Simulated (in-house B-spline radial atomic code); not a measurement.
Settings and results of a run for In10+. Computed with a B-spline radial code for spherical atoms: scalar-relativistic (X2C) r2SCAN, spin-polarised, spherical fractional occupations, Fermi nucleus of rms radius 4.6156 fm.

Command:
```bash
python run_scf.py task.json out
```
Settings (nuclear radius in fm, mass in u):
```
Z                49
configuration    [Kr] 4d3
hamiltonian      x2c
method           r2scan
spin_polarised   True
nucleus          fermi
rms_radius       4.6156
atomic_mass      114.90388
speed_of_light   137.035999084
```

Output (hartree, bohr):
```
 radial grid: 64 intervals, B-splines of order 8, outer radius 9.7196 bohr

 iter        energy (Eh)    residual
    1       -5849.630257    1.10e-01
    2       -5849.637047    1.76e-03
    3       -5849.637054    8.55e-04
    4       -5849.637055    4.35e-04
    5       -5849.637055    3.85e-05
    6       -5849.637055    7.97e-06
    7       -5849.637055    9.67e-07
    8       -5849.637055    7.68e-08

 total energy                     -5849.63706
 kinetic                            6149.2605
 electron-nucleus                 -13914.4192
 Hartree                            2069.9643
 exchange-correlation               -154.4426

 orbital      occ     eigenvalue          <r>       <r^2>       <1/r>       r_max
 1s up      1.000     -1027.3475    0.0291504  0.00116029     54.1143     0.01854
 1s down    1.000     -1027.3481    0.0291503  0.00116029     54.1143     0.01854
 2s up      1.000      -160.7197     0.127961    0.019375     12.2702      0.1085
 2s down    1.000      -160.6618     0.127943   0.0193696     12.2727      0.1085
 2p up      3.000      -144.9843     0.111911   0.0153083     11.4294     0.08666
 2p down    3.000      -144.9415     0.111888   0.0153021     11.4315     0.08665
 3s up      1.000       -36.5468     0.346854    0.137723     4.30159      0.3148
 3s down    1.000       -36.5326     0.346831    0.137659     4.29978      0.3149
 3p up      3.000       -31.3476     0.345402    0.138558     4.02011       0.308
 3p down    3.000       -31.3266     0.345343    0.138449     4.01867      0.3082
 3d up      5.000       -23.2872     0.322719    0.123639     3.76883      0.2579
 3d down    5.000       -23.2432     0.322699    0.123544     3.76754      0.2581
 4s up      1.000       -11.2417     0.808936    0.735143      1.7346      0.7552
 4s down    1.000       -11.0485      0.80799    0.734081     1.73968      0.7529
 4p up      3.000        -9.5740     0.853811    0.823569     1.59742      0.7904
 4p down    3.000        -9.3764     0.853046    0.822863     1.60124      0.7884
 4d up      3.000        -7.0370     0.940207     1.01132     1.39637        0.85
```

Time taken, with all properties: 0.41 s on 1 thread of Arm Neoverse V1 (shared host).

One-electron X2C: radii and densities carry no picture-change correction, so inner-shell <1/r> comes out high (for 1s by about 2 % at Z = 33, 5 % at 54, 10 % at 75, 30 % at 118) and <r> low.
